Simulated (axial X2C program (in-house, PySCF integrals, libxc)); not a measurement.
**CaSe⁻: properties at the nuclei**

Computed with an in-house all-electron X2C program for linear molecules (integrals from PySCF): two-component X2C with atomic mean-field Coulomb and Gaunt terms, Gaussian nuclei, basis Se dyall-acv3z, Ca dyall-acv3z with contracted cores.

R = 2.538 Å (near the PBE0 minimum at charge -1 of the determinant lowest at the starting distance; the state shown can have its own minimum elsewhere).

Input and command:
```json
{"zs": [34, 20], "q": -1, "bas": ["dyall-acv3z", "dyall-acv3z"], "r0": 2.54, "levels": ["PBE0", "HF", "BHandHLYP", "LDA", "BP86"], "nst": 3}
```
```bash
python soeom.py task.json out
```

Keys: zs atomic numbers; q charge; bas basis sets; r0 starting distance in Å; levels methods; nst determinants followed.

Determinant lowest in the PBE0 search, Ω = 1/2 (⟨Sz⟩ = 0.50, ⟨Lz⟩ = 0.00 at PBE0), spin on the atoms Se 0.07, Ca 0.43:

| level | Eeff magnitude (GV/cm) | Ws magnitude Se (kHz) | Ws magnitude Ca (kHz) | A∥/gI Se (MHz) | qzz Se (a.u.) | A∥/gI Ca (MHz) | qzz Ca (a.u.) |
| --- | --- | --- | --- | --- | --- | --- | --- |
| PBE0 | 0.602 | 0.334 | 0.162 | 88.8 | -0.29 | 335 | -0.71 |
| HF | 0.605 | 0.32 | 0.178 | 74.9 | -1.08 | 390 | -0.90 |
| BHandHLYP | 0.7 | 0.379 | 0.197 | 103 | -0.38 | 394 | -0.76 |
| LDA | 0.551 | 0.292 | 0.157 | 124 | -0.07 | 415 | -0.66 |
| BP86 | 0.561 | 0.308 | 0.153 | 104 | -0.12 | 368 | -0.66 |

Determinant 1.26 eV from it at PBE0 and this distance, Ω = 3/2 (⟨Sz⟩ = 0.50, ⟨Lz⟩ = 1.00 at PBE0), spin on the atoms Se 0.49, Ca 0.01:

```
    level  Eeff magnitude (GV/cm)  Ws magnitude Se (kHz)  A∥/gI Se (MHz)  qzz Se (a.u.)  A∥/gI Ca (MHz)  qzz Ca (a.u.)
     PBE0                  0.0511                0.00903             379          -4.19            4.05          -0.90
       HF                  0.0593                0.00973             359          -4.41            10.9          -1.04
BHandHLYP                  0.0356                0.00329             387          -4.34            2.82          -0.99
      LDA                  0.0425                0.00691             418          -4.20            5.88          -0.85
     BP86                  0.0413                0.00691             397          -4.17            4.67          -0.86
```

Eeff is the effective electric field on the electron electric dipole moment in this Ω state and Ws the scalar–pseudoscalar constant of the nucleus named (defined with the proton number Z and per Ω); A∥ (defined per Ω) follows by multiplying with gI = μI/(I μN); qzz is the electric field gradient, eQq0 = 234.96 MHz × Q/barn × qzz. The operators were transformed with the bare-nucleus X2C matrices; with these basis sets, hyperfine constants and field gradients can be off by tens of per cent, and where levels differ in sign neither size nor sign is settled.

Q: With gI(77Se) = 1.0701, gI(43Ca) = -0.3764, Q(43Ca) = -0.0408 barn (g factors from the IAEA table of nuclear moments by Stone; Q from Pyykkö, Mol. Phys. 2018), turn the PBE0 values of the first state into constants in MHz.

A: A∥(77Se) = 88.8 × 1.0701 = 95 MHz; A∥(43Ca) = 335 × -0.3764 = -126 MHz; eQq0(43Ca) = 234.96 × (-0.0408) × (-0.71) = 6.81 MHz.

Each state is one determinant with collinear spin. Unrestricted Hartree–Fock can overshoot spin polarisation at the nuclei. For an anion, determinants above electron detachment, or with a positive highest level, are held by the basis set. The search compared states at one distance, so a state with another bond length can lie lower. Further determinants of the search, some of them spin-mixed, are not shown. Where a field gradient or hyperfine factor spreads by more than a factor of two over the levels, a constant derived from it is not to be relied on. PBE0 term energies can be off by some tenths of an eV.
